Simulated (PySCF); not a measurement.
# How the method changes the constants of BeCl

State: ²Σ⁺ (doublet), unpaired electrons σ ↑. Set-up: basis Be pcseg-1, Cl pcseg-1; no relativity; PySCF 2.14. De refers to Be + Cl in their high-spin ground configurations, without counterpoise correction. The functionals are run spin-unrestricted. A positive dipole means Be(−)Cl(+).

```
      Level  Re (Å)  ωe (cm⁻¹)  De (eV)  μ (D)
        UHF   1.830        824     3.35  -1.66
    UHF-MP2   1.829        820     3.80    n/a
UHF-SCS-MP2   1.831        815     3.58    n/a
   UHF-CCSD   1.830        816     3.17    n/a
UHF-CCSD(T)   1.832        813     3.23    n/a
        PBE   1.827        804     4.13  -1.11
       PW91   1.825        805     4.16  -1.11
       BLYP   1.832        793     3.89  -1.14
       BP86   1.831        796     4.05  -1.15
     r²SCAN   1.825        813     4.26  -1.28
       PBE0   1.819        821     4.04  -1.27
```

(1) Which functional lies closest to UHF-CCSD(T) in De, which farthest, and by how much do they differ from it?

(2) What does the step from GGA to meta-GGA do here, going from PBE to r²SCAN?

(3) What does second-order correlation do here, going from UHF to UHF-MP2?

Correlated steps freeze 5 core orbitals. Correlated levels converge slowly with the basis: in double zeta they bind strong bonds too weakly, by up to about 1 eV, and carry superposition errors of some tenths. The state is the lowest determinant that a PBE0 search found; another state may lie lower at other levels.

Answers

(1) Closest is BLYP (+0.0 pm in Re, -2.5 % in ωe, +0.66 eV in De against UHF-CCSD(T) in the same basis), farthest r²SCAN (-0.7 pm in Re, +0.0 % in ωe, +1.03 eV in De). CCSD(T) converges more slowly with the basis than the functionals do and binds too weakly in this one, so the order can change at the basis-set limit.

(2) r²SCAN less PBE: -0.2 pm in Re, +1.1 % in ωe, +0.13 eV in De. 

(3) UHF-MP2 less UHF: -0.1 pm in Re, -0.5 % in ωe, +0.45 eV in De. Correlation nearly always deepens the well. The bond length hardly moves.
